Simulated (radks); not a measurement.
Values are calculated unless marked as measured or tabulated.
The caesium ion Cs32+, configuration [Ar] 3d5.

Code: a radial shooting solver on a logarithmic mesh with Libxc functionals. Model: scalar-relativistic Kohn-Sham, PW91, spin-unpolarised, spherical densities, finite nucleus; Fermi nuclear charge, rms radius 4.8041 fm.

Energy parts (hartree):
total: -7098.5417
kinetic: 7512.0516
electron-nucleus: -15889.6787
Hartree: 1422.1022
exchange-correlation: -143.0168

Orbitals (lengths in bohr, moments of r in powers of bohr):
orbital  occ.  eigenvalue (hartree)  <1/r>
1s          2             -1369.283  59.39
2s          2             -258.7531  13.72
2p          6             -237.8386  13.06
3s          2             -88.80758  5.229
3p          6             -82.11556  4.999
3d          5             -73.18982  4.774

The highest occupied level is 3d at -1991.6 eV. The density falls to 0.001 e/bohr^3 at r = 0.86 bohr.
